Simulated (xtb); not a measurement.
A run for xtb: GFN-FF on CHFO (a complex), monomers drawn apart or pushed together.

```
$ xtb mol.xyz --gfnff --sp --chrg 0 --uhf 0
4

F     -0.11084606    -0.27438190    -0.45428820
H     -0.07941079    -0.21394166     0.47618334
C     -0.01886014    -0.09544884     2.28614262
O      0.01837923    -0.02202826     3.40437686
```

**Question.** Predict the final total energy.

**Answer.** -0.4880 hartree.
